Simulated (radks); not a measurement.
Results of a calculation; reference values are marked as such.
Task: Species: Zn III. Configuration: [Ne] 3s2 3p5 3d10 4s1 (not the ground configuration). Code: a radial shooting solver on a logarithmic mesh with Libxc functionals. Model: scalar-relativistic Kohn-Sham, r2SCAN, spin-polarised, spherical densities, finite nucleus; open shells are filled with parallel spins first; meta-GGA in the generalised Kohn-Sham scheme; Fermi nuclear charge, rms radius 3.9283 fm. Some entries of the table are withheld. Estimate them.

orbital  occ.  eigenvalue (eV)  <1/r> (bohr^-1)
1s up       1        -9589.896            30.22
1s down     1        -9588.913            30.23
2s up       1        -1201.134            6.606
2s down     1        -1200.824            6.604
2p up       3        -1044.050            6.467
2p down     3        -1043.205            6.465
3s up       1        -164.6009            2.104
3s down     1        -162.2730            2.097
3p up       3              (1)            1.952
3p down     2              (2)            1.946
3d up       5         -40.0480            1.597
3d down     5         -38.1626            1.595
4s up       1         -26.5018           0.6147
4s down     0         -23.7474           0.6131

Result: 
(1) 3p up eigenvalue (eV): -116.9265
(2) 3p down eigenvalue (eV): -114.6764
